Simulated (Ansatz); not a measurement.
Reaction (redistribution): `F[SiH2]O[SiH2]Cl` + `[OH][Mo]([F])(=[S])=[S]` → `F[SiH2]O[SiH2]F` + `[OH][Mo](=[S])(=[S])[Cl]`

Calculated with Ansatz (gas phase, PBE0-D4/def2-TZVP geometries, no zero-point term in ΔE). CCSD(T)/CBS adds triple-zeta CCSD(T) − MP2 to the extrapolated MP2 energy (def2 sets, frozen cores). DFT in def2-TZVPP. HSE06 is defined as in plane-wave codes. Elements past krypton have def2 core potentials. For Mo outer-core shells are correlated without core-valence functions, which leaves a few kJ/mol of doubt a bond. Each species was taken in one conformer, which may not be the lowest.

`F[SiH2]O[SiH2]Cl`:

Z-matrix (Å, degrees):
```
Si
O 1 1.624
F 1 1.593 2 109.1
H 1 1.475 2 108.0 3 -117.1
H 1 1.477 2 110.4 3 118.1
Si 2 1.626 1 148.3 3 -64.1
Cl 6 2.050 2 109.9 1 -29.0
H 6 1.477 2 110.0 1 89.5
H 6 1.476 2 108.5 1 -147.0
```

`[OH][Mo]([F])(=[S])=[S]`:

Cartesian coordinates in Å:
```
O -0.865 -1.049 0.623
Mo 0.199 0.341 0.019
F -0.662 1.957 0.165
S 1.950 0.368 1.165
S 0.715 0.006 -1.982
H -1.336 -1.623 0.010
```

`F[SiH2]O[SiH2]F`:

```xyz
9

F    -0.699    2.240    0.461
Si   -0.642    1.223   -0.764
O     0.263   -0.058   -0.351
Si    0.718   -1.239    0.662
F    -0.578   -1.963    1.239
H    -2.025    0.795   -1.055
H     0.010    1.911   -1.895
H     1.492   -2.237   -0.102
H     1.460   -0.671    1.805
```

`[OH][Mo](=[S])(=[S])[Cl]`:

```xyz
6

O     0.809   -1.120    0.645
Mo   -0.267    0.239   -0.008
S    -0.918    1.411    1.597
S     0.820    1.446   -1.325
Cl   -2.050   -0.583   -1.090
H     1.607   -1.393    0.181
```

Task: Is it downhill or uphill in electronic energy at CCSD(T)/CBS, and by how much? (An estimate is asked.)

Result: Ansatz gave: Downhill: ΔE = -68.7 kJ/mol.

Task: What do these levels give: PBE-D4, revPBE-D4, HSE06-D4, ωB97M-V, B2PLYP, BLYP, CAM-B3LYP, MP2/def2-SVP, MP2/def2-TZVPP, CCSD/def2-TZVPP, CCSD(T)/def2-TZVPP, CCSD/CBS(def2)? (An estimate is asked.)

Result: Ansatz gave: PBE-D4 -46.7, revPBE-D4 -44.7, HSE06-D4 -54.1, ωB97M-V -53.1, B2PLYP -67.9, BLYP -51.1, CAM-B3LYP -54.3, MP2/def2-SVP -77.7, MP2/def2-TZVPP -90.8, CCSD/def2-TZVPP -66.9, CCSD(T)/def2-TZVPP -67.7, CCSD/CBS(def2) -67.9 kJ/mol.

Largest T1 diagnostic among the species: 0.025, so the coupled-cluster value is less sure than usual.

Leaving LDA and LC-ωPBE aside and taking each functional with its dispersion term where it has one, the values, not all of them listed here, spread over 24.7 kJ/mol, from PBE-QIDH to revPBE-D4. LDA lies −5.2 kJ/mol from PBE without D4. From BLYP to BHLYP (50 % exact exchange), in def2-TZVPP and without D4, ΔE moves by −11.7 kJ/mol. At CCSD(T), def2-SVP lies +11.4 kJ/mol from the extrapolated value and def2-TZVPP +1.0 kJ/mol.
